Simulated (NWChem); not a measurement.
System: Si₂H₄OF₂; SMILES [SiH2]([SiH](F)F)O

The following NWChem deck was run.

```
start job
memory heap 200 mb stack 900 mb global 1100 mb
geometry units angstroms noautoz
  O      0.640300     2.371383     0.272136
  Si    -0.539130     1.307456    -0.243339
  Si     0.054439    -0.876230     0.383228
  F     -0.959132    -1.941862    -0.299733
  F      1.531610    -1.165205    -0.229335
  H      1.514896     2.267777    -0.115220
  H     -0.732343     1.331432    -1.728286
  H     -1.802869     1.717108     0.427660
  H      0.115852    -1.184478     1.837257
end
basis spherical
  * library def2-tzvp
end
dft
  xc b3lyp
  iterations 150
  semidirect filesize 400000000
  mulliken
end
task dft energy
```

NWChem printed, in part:

```
             Northwest Computational Chemistry Package (NWChem) 7.3.0
             --------------------------------------------------------

 C1  symmetry detected

                             Geometry "geometry" -> ""
                             -------------------------

 Output coordinates in angstroms (scale by  1.889725989 to convert to a.u.)

  No.       Tag          Charge          X              Y              Z
 ---- ---------------- ---------- -------------- -------------- --------------
    1 O                    8.0000     0.56064909     2.36863387     0.18387175
    2 Si                  14.0000    -0.63546927     1.26901972    -0.20195183
    3 Si                  14.0000     0.06859912    -0.88943715     0.39700273
    4 F                    9.0000    -0.97823627    -1.98969432    -0.17124305
    5 F                    9.0000     1.48799096    -1.15411870    -0.34868128
    6 H                    1.0000     1.39703112     2.27897041    -0.28316422
    7 H                    1.0000    -0.96865926     1.26361327    -1.66206447
    8 H                    1.0000    -1.83992021     1.66028233     0.57990633
    9 H                    1.0000     0.27474560    -1.17177566     1.84295477

 Effective nuclear repulsion energy (a.u.)     303.7550413114

                                 NWChem DFT Module
                                 -----------------

 Summary of "ao basis" -> "ao basis" (spherical)
 ------------------------------------------------------------------------------
       Tag                 Description            Shells   Functions and Types
 ---------------- ------------------------------  ------  ---------------------
 O                         def2-tzvp                11       31   5s3p2d1f
 Si                        def2-tzvp                13       37   5s5p2d1f
 F                         def2-tzvp                11       31   5s3p2d1f
 H                         def2-tzvp                 4        6   3s1p

            General Information
            -------------------
          SCF calculation type: DFT
          Wavefunction type:  closed shell.
          No. of atoms     :     9
          No. of electrons :    58
           Alpha electrons :    29
            Beta electrons :    29
          Charge           :     0
          Spin multiplicity:     1
          Use of symmetry is: off; symmetry adaption is: off
          Maximum number of iterations: 150
          AO basis - number of functions:   191
                     number of shells:    75
          Convergence on energy requested:  1.00D-06
          Convergence on density requested:  1.00D-05
          Convergence on gradient requested:  5.00D-04

              XC Information
              --------------
                         B3LYP Method XC Potential
                     Hartree-Fock (Exact) Exchange  0.200
                        Slater Exchange Functional  0.800 local
                    Becke 1988 Exchange Functional  0.720 non-local
              Lee-Yang-Parr Correlation Functional  0.810
                  VWN I RPA Correlation Functional  0.190 local

             Grid Information
             ----------------
          Grid used for XC integration:  medium
          Radial quadrature: Mura-Knowles
          Angular quadrature: Lebedev.
          Tag              B.-S. Rad. Rad. Pts. Rad. Cut. Ang. Pts.
          ---              ---------- --------- --------- ---------
          O                   0.60       49          11.0       434
          Si                  1.10       88          11.0       590
          F                   0.50       49          12.0       434
          H                   0.35       45          12.0       434
          Grid pruning is: on
          Number of quadrature shells:   503
          Spatial weights used:  Erf1

      Superposition of Atomic Density Guess
      -------------------------------------

 Sum of atomic energies:        -853.29052179

      Non-variational initial energy
      ------------------------------

 Total energy =    -854.375978
 1-e energy   =   -1789.512740
 2-e energy   =     631.381721
 HOMO         =      -0.307241
 LUMO         =      -0.018612

------------------------------------------------------------
EAF file 0: "./job.aoints.0" size=483393536 bytes
------------------------------------------------------------
               write      read    awrite     aread      wait
               -----      ----    ------     -----      ----
     calls:      922         0         0         0         0
   data(b): 4.83e+08  0.00e+00  0.00e+00  0.00e+00
   time(s): 0.00e+00  0.00e+00  0.00e+00  0.00e+00  0.00e+00
rate(mb/s): 0.00e+00  0.00e+00
------------------------------------------------------------

     ---------------------------------------------
      Total Density - Mulliken Population Analysis
     ---------------------------------------------

    Atom       Charge   Shell Charges
 -----------   ------   -------------------------------------------------------
    1 O    8     8.85   0.79  1.18  0.59  0.95  0.24  2.02  2.21  0.84  0.00  0.01  0.00
    2 Si  14    13.48   2.00  0.59  1.39  0.85  0.47  4.11  1.73  0.49  1.19  0.40  0.11  0.12  0.03
    3 Si  14    12.91   2.00  0.59  1.39  0.82  0.41  4.10  1.74  0.45  0.85  0.19  0.16  0.14  0.07
    4 F    9     9.52   0.77  1.20  0.61  1.02  0.31  2.37  2.36  0.88  0.00  0.01  0.00
    5 F    9     9.53   0.77  1.20  0.61  1.02  0.31  2.37  2.36  0.88  0.00  0.01  0.00
    6 H    1     0.54   0.20  0.25  0.05  0.04
    7 H    1     1.06   0.23  0.54  0.28  0.01
    8 H    1     1.04   0.23  0.54  0.27  0.01
    9 H    1     1.07   0.23  0.53  0.30  0.01

   convergence    iter        energy       DeltaE   RMS-Dens  Diis-err
 ---------------- ----- ----------------- --------- --------- ---------
 d= 0,ls=0.0,diis     1   -856.5162870143 -1.16D+03  6.13D-03  1.76D+00
 d= 0,ls=0.0,diis     2   -856.3804836414  1.36D-01  3.71D-03  3.31D+00
 d= 0,ls=0.0,diis     3   -856.6523656739 -2.72D-01  6.60D-04  1.05D-01
 d= 0,ls=0.0,diis     4   -856.6592636935 -6.90D-03  2.61D-04  5.93D-03
 d= 0,ls=0.0,diis     5   -856.6597183311 -4.55D-04  7.86D-05  1.58D-03
  Resetting Diis
 d= 0,ls=0.0,diis     6   -856.6598454857 -1.27D-04  2.17D-05  4.72D-05
 d= 0,ls=0.0,diis     7   -856.6598496959 -4.21D-06  4.62D-06  8.42D-07
 d= 0,ls=0.0,diis     8   -856.6598497249 -2.90D-08  2.25D-06  5.73D-07

         Total DFT energy =     -856.659849724873
      One electron energy =    -1793.175953736573
           Coulomb energy =      705.833807807357
    Exchange-Corr. energy =      -73.072745107036
 Nuclear repulsion energy =      303.755041311379

 Numeric. integr. density =       58.000002557175

                       DFT Final Molecular Orbital Analysis
                       ------------------------------------

 Vector   27  Occ=2.000000D+00  E=-3.763696D-01
              MO Center=  1.3D-01,  1.2D+00,  2.9D-01, r^2= 4.3D+00
   Bfn.  Coefficient  Atom+Function         Bfn.  Coefficient  Atom+Function
  ----- ------------  ---------------      ----- ------------  ---------------
     7      0.249992  1 O  py                10      0.207372  1 O  py
     8     -0.164508  1 O  pz                13      0.155803  1 O  py
    48     -0.149117  2 Si pz                11     -0.140267  1 O  pz
   187      0.138089  9 H  s                  6     -0.129790  1 O  px
   188      0.113340  9 H  s                  9     -0.106046  1 O  px

 Vector   28  Occ=2.000000D+00  E=-3.459148D-01
              MO Center= -4.7D-01,  1.6D+00, -2.1D-01, r^2= 3.0D+00
   Bfn.  Coefficient  Atom+Function         Bfn.  Coefficient  Atom+Function
  ----- ------------  ---------------      ----- ------------  ---------------
     8      0.282773  1 O  pz                11      0.230897  1 O  pz
   175      0.187603  7 H  s                 48     -0.175195  2 Si pz
   181     -0.171597  8 H  s                 14      0.168998  1 O  pz
   176      0.156147  7 H  s                182     -0.148538  8 H  s
   174      0.118651  7 H  s                180     -0.112137  8 H  s

 Vector   29  Occ=2.000000D+00  E=-2.938556D-01
              MO Center= -1.6D-01,  4.6D-01,  1.4D-01, r^2= 3.8D+00
   Bfn.  Coefficient  Atom+Function         Bfn.  Coefficient  Atom+Function
  ----- ------------  ---------------      ----- ------------  ---------------
    84      0.231174  3 Si py                47     -0.207931  2 Si py
     7      0.190237  1 O  py                72      0.156701  3 Si s
    10      0.155890  1 O  py               188     -0.154604  9 H  s
   187     -0.138133  9 H  s                 13      0.137440  1 O  py
    36      0.127672  2 Si s                 73      0.122957  3 Si s

 Vector   30  Occ=0.000000D+00  E=-4.698857D-02
              MO Center= -1.7D-01,  6.1D-01,  6.0D-02, r^2= 4.9D+00
   Bfn.  Coefficient  Atom+Function         Bfn.  Coefficient  Atom+Function
  ----- ------------  ---------------      ----- ------------  ---------------
    50     -0.450914  2 Si py                 5      0.428794  1 O  s
    49     -0.340893  2 Si px                86     -0.279045  3 Si px
   170     -0.274607  6 H  s                 87     -0.272772  3 Si py
    73     -0.267257  3 Si s                 36      0.189502  2 Si s
    83     -0.160566  3 Si px                46     -0.148804  2 Si px

 Vector   31  Occ=0.000000D+00  E=-1.890109D-02
              MO Center= -1.6D-01, -1.6D-01,  1.8D-01, r^2= 4.5D+00
   Bfn.  Coefficient  Atom+Function         Bfn.  Coefficient  Atom+Function
  ----- ------------  ---------------      ----- ------------  ---------------
    36      0.611715  2 Si s                 87     -0.531360  3 Si py
   176     -0.493891  7 H  s                 73     -0.414739  3 Si s
    50     -0.402116  2 Si py                51     -0.384158  2 Si pz
   182      0.385214  8 H  s                 86      0.308360  3 Si px
    88     -0.299427  3 Si pz               188      0.277908  9 H  s

 Vector   32  Occ=0.000000D+00  E= 2.877590D-02
              MO Center=  2.1D-01,  9.0D-01,  8.0D-02, r^2= 6.8D+00
   Bfn.  Coefficient  Atom+Function         Bfn.  Coefficient  Atom+Function
  ----- ------------  ---------------      ----- ------------  ---------------
    73      0.958892  3 Si s                 49     -0.912938  2 Si px
     5      0.853676  1 O  s                170     -0.743268  6 H  s
    86      0.505713  3 Si px                87      0.507147  3 Si py
   188     -0.439302  9 H  s                 50      0.419487  2 Si py
    36     -0.357177  2 Si s                182     -0.358175  8 H  s

------------------------------------------------------------
EAF file 0: "./job.aoints.0" size=769130496 bytes
------------------------------------------------------------
               write      read    awrite     aread      wait
               -----      ----    ------     -----      ----
     calls:     1467         7         0     10262     10262
   data(b): 7.69e+08  3.67e+06  0.00e+00  5.38e+09
   time(s): 0.00e+00  0.00e+00  0.00e+00  0.00e+00  0.00e+00
rate(mb/s): 0.00e+00  0.00e+00
------------------------------------------------------------

     ---------------------------------------------
      Total Density - Mulliken Population Analysis
     ---------------------------------------------

    Atom       Charge   Shell Charges
 -----------   ------   -------------------------------------------------------
    1 O    8     8.53   0.79  1.18  0.58  0.91  0.29  1.92  1.91  0.92  0.00  0.02  0.00
    2 Si  14    13.67   2.00  0.57  1.40  0.89  0.38  4.13  1.68  0.61  1.29  0.31  0.17  0.18  0.05
    3 Si  14    13.31   2.00  0.57  1.40  0.89  0.29  4.13  1.68  0.60  1.00  0.14  0.26  0.24  0.10
    4 F    9     9.32   0.77  1.20  0.61  0.97  0.35  2.29  2.13  0.99  0.00  0.01  0.00
    5 F    9     9.33   0.77  1.20  0.61  0.97  0.35  2.29  2.13  1.00  0.00  0.01  0.00
    6 H    1     0.68   0.26  0.33  0.04  0.05
    7 H    1     1.05   0.25  0.54  0.26  0.01
    8 H    1     1.04   0.25  0.54  0.25  0.01
    9 H    1     1.07   0.25  0.53  0.28  0.01

     -------------------------------------------
      Total Density - Lowdin Population Analysis
     -------------------------------------------

    Atom       Charge   Shell Charges
 -----------   ------   -------------------------------------------------------
    1 O    8     8.14   0.87  1.09  0.53  0.59  0.31  1.77  1.91  1.04  0.00  0.03  0.00
    2 Si  14    13.91   2.00  0.83  1.09  0.53  0.34  3.85  1.87  0.71  1.17  0.62  0.18  0.55  0.17
    3 Si  14    13.97   2.00  0.83  1.09  0.51  0.33  3.85  1.87  0.68  0.98  0.46  0.29  0.72  0.36
    4 F    9     9.01   0.86  1.10  0.60  0.71  0.39  2.15  2.14  1.04  0.00  0.01  0.00
    5 F    9     9.02   0.86  1.10  0.60  0.72  0.39  2.15  2.14  1.05  0.00  0.01  0.00
    6 H    1     0.82   0.25  0.31  0.11  0.16
    7 H    1     1.04   0.25  0.47  0.30  0.02
    8 H    1     1.03   0.25  0.47  0.29  0.02
    9 H    1     1.05   0.25  0.48  0.30  0.02

     Multipole analysis of the density
     ---------------------------------

     L   x y z        total         alpha         beta         nuclear
     -   - - -        -----         -----         ----         -------
     0   0 0 0      0.000000    -29.000000    -29.000000     58.000000

     1   1 0 0      0.129335      0.064668      0.064668     -0.000000
     1   0 1 0      0.433242      0.216621      0.216621      0.000000
     1   0 0 1      0.027189      0.013594      0.013594      0.000000

     2   2 0 0    -31.857100    -92.928474    -92.928474    153.999847
     2   1 1 0      1.066294      2.096624      2.096624     -3.126954
     2   1 0 1     -0.740379     -1.253201     -1.253201      1.766023
     2   0 2 0    -36.415863   -262.901589   -262.901589    489.387315
     2   0 1 1     -2.666471      2.775705      2.775705     -8.217882
     2   0 0 2    -31.945198    -35.580509    -35.580509     39.215820
```

Level: B3LYP/def2-TZVP. Geometry: optimised at PBE0/def2-SVP.
